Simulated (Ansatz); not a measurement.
lanthanum atom (La), doublet (typed; the unrestricted solution is spin-contaminated) (core potentials on La); PBE/def2-TZVP (Ansatz, a program for electronic structure).

Input for Ansatz:
Ansatz 0.2 input:
```yaml
crystal:
  periodic: [false, false, false]
  atoms:
    - {symbol: La, position_ang: [0.00000000, 0.00000000, 0.00000000]}
basis:
  gaussian:
    orbitals: def2-TZVP
hamiltonian:
  xc: pbe
magnetization: {spin_polarized: true, initial_magnetization: 1}
accuracy: high
```

It wrote (shortened):

```
Functional definition: PBE
376 factors; integrals over basis functions are off by at most 1.2e-9 eV
mean field evaluation 1: about -856.5770 eV, gradient 3.6e0 eV
mean field evaluation 2: about -856.5796 eV, gradient 3.6e0 eV
mean field evaluation 4: about -856.8764 eV, gradient 8.9e-1 eV
mean field evaluation 8: about -856.9410 eV, gradient 3.1e-1 eV
mean field evaluation 16: about -856.9435 eV, gradient 2.8e-4 eV
mean field evaluation 32: about -856.9477 eV, gradient 1.8e-2 eV
mean field evaluation 64: about -856.9435 eV, gradient 1.3e-3 eV
mean field evaluation 96: about -855.8656 eV, gradient 3.6e0 eV
mean field evaluation 128: about -856.1106 eV, gradient 6.9e-1 eV
mean field evaluation 160: about -856.2475 eV, gradient 1.6e0 eV
mean field evaluation 192: about -856.9435 eV, gradient 2.2e-3 eV
mean field -856.94352355 eV, -31.4920936332 hartree, gradient 1.1e-8 eV, S^2 1.374048; 8 other end points of the search recorded, 0 dependent functions left out
reference -856.94352572 eV, -31.4920937129 hartree; 6, 5 occupied and 34, 35 virtual orbitals, 376 factors
Total energy: -856.94352572 eV, -31.4920937129 hartree
```
